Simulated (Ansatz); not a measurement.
Compare A (`CC#[C][GeH2][OH]`) with its isomer B (`[CH3][GeH]1[CH]=[C]1O`).

Computed with Ansatz on PBE0-D4/def2-TZVP structures; ΔE is electronic, products minus reactants. CBS: MP2 limit from def2 TZ/QZ plus the TZ coupled-cluster correction, frozen cores. DFT in def2-TZVPP. B3LYP here is the variant with VWN-RPA as its local correlation; programs differ in this. For Ge outer-core shells are correlated without core-valence functions, which leaves a few kJ/mol of doubt a bond. Scalar relativity is left out up to krypton. One conformer a species, not always the lowest.

Problem. Which isomer does CCSD(T)/CBS put lower? Give the gap. (Estimate.)

Solution. Computed: A, by 30.9 kcal/mol.

Problem. Give E(B) − E(A) in kcal/mol with ωB97M-V, r2SCAN-D4, B3LYP-D4, MP2/def2-TZVPP, PBE-D4, PBE0-D4, CCSD/def2-TZVPP. (An estimate is asked.)

Solution. Computed: ωB97M-V 29.7, r2SCAN-D4 27.1, B3LYP-D4 31.1, MP2/def2-TZVPP 33.2, PBE-D4 23.0, PBE0-D4 24.7, CCSD/def2-TZVPP 33.8. None reverses the order clearly.

Largest T1 diagnostic: 0.012.

In def2-TZVPP, CCSD(T) changes the Hartree–Fock value by −10.1 kcal/mol (the triples alone add −1.6 kcal/mol) and MP2 by −9.0 kcal/mol. The D4 term adds −0.8 kcal/mol with B3LYP and −0.4 kcal/mol with PBE0; it sums over pairs of atoms, weighted by their polarisabilities, and B3LYP, whose exchange is more repulsive, gets the larger term.
